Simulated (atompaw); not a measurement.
u(r) = r·R(r): atom against pseudo-atom (Ce)

Columns: radius, all-electron u(r) and pseudo u(r) of the 5p shell (level -24.51 eV) of cerium in the configuration [Kr] 4d10 4f0.5 5s2 5p6 5d1.5 6s2 6p0; PBE, scalar-relativistic, PAW (atompaw) scheme, atompaw 4.2.0.5.

| r (bohr) | all-electron | pseudo |
| --- | --- | --- |
| 0.115 | 0.0466 | 0.0022 |
| 0.231 | 0.2775 | 0.0088 |
| 0.346 | -0.1092 | 0.0198 |
| 0.462 | -0.4194 | 0.0355 |
| 0.577 | -0.4424 | 0.0557 |
| 0.692 | -0.2600 | 0.0805 |
| 0.808 | 0.0102 | 0.1104 |
| 0.923 | 0.2795 | 0.1445 |
| 1.038 | 0.5077 | 0.1831 |
| 1.154 | 0.6812 | 0.2259 |
| 1.269 | 0.7967 | 0.2715 |
| 1.385 | 0.8629 | 0.3196 |
| 1.500 | 0.8877 | 0.3680 |
| 1.615 | 0.8812 | 0.4151 |
| 1.731 | 0.8517 | 0.4589 |
| 1.846 | 0.8070 | 0.4960 |
| 1.962 | 0.7522 | 0.5239 |
| 2.077 | 0.6930 | 0.5393 |
| 2.192 | 0.6321 | 0.5403 |
| 2.308 | 0.5714 | 0.5255 |
| 2.423 | 0.5136 | 0.4960 |
| 2.538 | 0.4591 | 0.4550 |
| 2.654 | 0.4082 | 0.4079 |
| 2.769 | 0.3619 | 0.3619 |
| 2.885 | 0.3195 | 0.3195 |
| 3.000 | 0.2817 | 0.2817 |

(1) How many radial nodes do the two functions have?

(2) At about which radius was the pseudo-wave matched?

(3) Is the pseudo-wave norm-conserving?

Answers

(1) The all-electron 5p function has n − l − 1 = 3 (the table is too coarse to show those close to the nucleus); the pseudo-wave has 0, since the states of the same l below it are removed with the core.

(2) 2.75 bohr, where the columns begin to agree (steps of 0.12 bohr).

(3) No, it belongs to a PAW set: the norm inside the radius is not constrained, and the difference is carried by the augmentation charge.
